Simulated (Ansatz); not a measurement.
`C[O][SnH]([F])[Cl]` → `[CH3]`• + `[O][SnH]([F])[Cl]`• at 298.15 K and 1 bar (homolysis of the C–O bond).

Computed with Ansatz on PBE0-D4/def2-TZVP structures; ΔE is electronic, products minus reactants. CBS: MP2 limit from def2 TZ/QZ plus the TZ coupled-cluster correction, frozen cores. This one scheme is used for every species. No spin–orbit coupling; open shells (•) take unrestricted orbitals. def2 core potentials past Kr. For Sn outer-core shells are correlated without core-valence functions, which leaves a few kJ/mol of doubt a bond. Each species was taken in one conformer, which may not be the lowest.

```json
{"species": "`C[O][SnH]([F])[Cl]`", "CCSD(T)/CBS energy (Eh)": "-889.30712", "H − E (kJ/mol)": "159.2", "S (J/(mol·K))": "382.9"}
{"species": "`[CH3]`•", "CCSD(T)/CBS energy (Eh)": "-39.78218", "H − E (kJ/mol)": "88.7", "S (J/(mol·K))": "194.6"}
{"species": "`[O][SnH]([F])[Cl]`•", "CCSD(T)/CBS energy (Eh)": "-849.36193", "H − E (kJ/mol)": "48.5", "S (J/(mol·K))": "340.7"}
```

H − E and S are ideal-gas, rigid-rotor, harmonic terms from PBE0-D4/def2-TZVP, for one conformer and one mirror image of each species, with the whole ground term of open shells counted as degenerate. 1 Eh = 2625.50 kJ/mol, R = 8.31446 J/(mol·K).

Task: By hand: ΔE, ΔH, ΔS and ΔG.

Result: ΔE = (-39.78218) + (-849.36193) − (-889.30712) = 0.16301 Eh = 428.0 kJ/mol. Δ(H − E) = 88.7 + 48.5 − 159.2 = -22.0, so ΔH = 406.0 kJ/mol. ΔS = 194.6 + 340.7 − 382.9 = 152.4 J/(mol·K). ΔG = 406.0 − 298.15 × (152.4)/1000 = 360.6 kJ/mol.

Task: By hand: the equilibrium constant, and the temperature at which ΔG would vanish if ΔH and ΔS stayed fixed.

Result: log₁₀ K = −ΔG/(RT ln 10) = -63.2. ΔG = 0 at ΔH/ΔS = 2664 K, far beyond where these terms or the molecules hold.

The number of gas molecules changes by +1, which sets the sign of ΔS. A doubt of 5 kJ/mol in ΔE shifts log₁₀ K by 0.9 here. Other conformers and mirror images would add mixing entropy, several J/(mol·K) or more a flexible species. Modes under 60 cm⁻¹, often nearly free rotors, make the harmonic entropy too high. These are equilibria of isolated gas molecules and say nothing of rates. Largest T1 diagnostic: 0.015 (customary marks: 0.02 for closed shells, 0.045 for open ones).
